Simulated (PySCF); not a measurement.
A geometry optimisation on `COBOBC`.

Method: PBE0-D3(BJ)/def2-SVP geometry optimisation, gas phase (PySCF 2.14.0). Start geometry: GFN2-xTB. The input is one job of a driver script: a line of settings, then coordinates in Å.

Command:
```bash
OMP_NUM_THREADS=1 python probes_run.py task.json out
```

Input:
```
{"job": {"xc": "PBE0", "basis": "def2-SVP", "d3": "d3bj", "grid": 1, "shake": 0.01, "kind": "geom"}, "charge": 0, "multiplicity": 1}
C     -2.767470    -0.070290     0.358930
B     -1.684430     1.089180     0.487080
O     -0.512150     0.952790    -0.044620
B      0.734060     0.733370    -0.544460
O      1.626900     0.124040     0.233770
C      2.939730    -0.132420    -0.168970
H     -2.473880    -0.856790    -0.302240
H     -2.988090    -0.469140     1.326010
H     -3.728580     0.364440     0.002190
H     -1.932740     2.096140     1.073460
H      0.935190     1.061700    -1.645660
H      3.137740     0.214010    -1.178700
H      3.088120    -1.205600    -0.129580
H      3.618430     0.363540     0.525030
```

Output:
```
step   0  E = -280.76419919  max force = 0.050941
step   1  E = -280.77022838  max force = 0.008226
step   2  E = -280.77046533  max force = 0.002030
step   3  E = -280.77047422  max force = 0.001092
step   4  E = -280.77049875  max force = 0.000711
step   5  E = -280.77050437  max force = 0.000487
step   6  E = -280.77050693  max force = 0.000619
step   7  E = -280.77051031  max force = 0.000209
optimisation converged
```

Energies in Eh; «max force» is the largest Cartesian gradient component in Eh/bohr.

**Question.** Give the first gradient maximum in eV/Å.

**Answer.** With 1 Eh/bohr = 51.422 eV/Å, 2.619 eV/Å.

Main results: final energy -280.77051 Eh after 7 steps; dipole 1.53 D.

Hardware: an Arm Neoverse V1 with one thread, shared host. Cost: 43 s wall, 0.50 GiB resident at most.
Labels such as C1 count atoms from 1, the log's own numbers from 0.
